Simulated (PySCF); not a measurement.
C₂H₈OSi. Atoms are numbered in the order given.

```xyz
12

Si     0.3662    -0.0749     0.0000
C     -0.2058     0.8426     1.5399
C     -0.2058     0.8426    -1.5399
O     -0.1777    -1.6628     0.0000
H      1.8496    -0.1968     0.0000
H     -1.3043     0.9431     1.5641
H      0.1070     0.3150     2.4552
H      0.2208     1.8592     1.5707
H      0.1070     0.3150    -2.4552
H     -1.3043     0.9431    -1.5641
H      0.2208     1.8592    -1.5707
H     -1.1320    -1.7983     0.0000
```
Charge 0, spin multiplicity 1.

Coordinates come from a B3LYP-D3(BJ)/def2-SVP optimisation. The values are those of a single conformer.

Method: PBE/def2-TZVP in PySCF.

ESP charges are fitted to the potential on shells at 1.4 to 2.0 van der Waals radii. Atomic charges (e):

| atom | ESP fit | meta-Löwdin |
|---|---|---|
| Si1 | 0.98 | 0.97 |
| C2 | … | -0.62 |
| C3 | … | -0.62 |
| O4 | -0.73 | -0.73 |
| H5 | … | -0.12 |
| H6 | … | 0.12 |
| H7 | … | 0.13 |
| H8 | … | 0.13 |
| H9 | … | 0.13 |
| H10 | … | 0.12 |
| H11 | … | 0.13 |
| H12 | 0.42 | 0.34 |

Fill in the missing entries. (The exact figures need the calculation; the answer reports its results.)


- C2, ESP fit: -0.83
- C3, ESP fit: -0.83
- H5, ESP fit: -0.16
- H6, ESP fit: 0.19
- H7, ESP fit: 0.19
- H8, ESP fit: 0.20
- H9, ESP fit: 0.19
- H10, ESP fit: 0.19
- H11, ESP fit: 0.20

Give the Mayer and Wiberg (Löwdin basis) orders of the bonds. (An estimate is asked for; the answer gives what the named calculation found.)


```csv
bond,Mayer,Wiberg
Si1–C2,0.98,1.20
Si1–C3,0.98,1.20
Si1–O4,1.20,1.64
Si1–H5,0.94,0.89
C2–H6,0.94,0.90
C2–H7,0.95,0.90
C2–H8,0.94,0.90
C3–H9,0.95,0.90
C3–H10,0.94,0.90
C3–H11,0.94,0.90
O4–H12,0.89,1.03
```
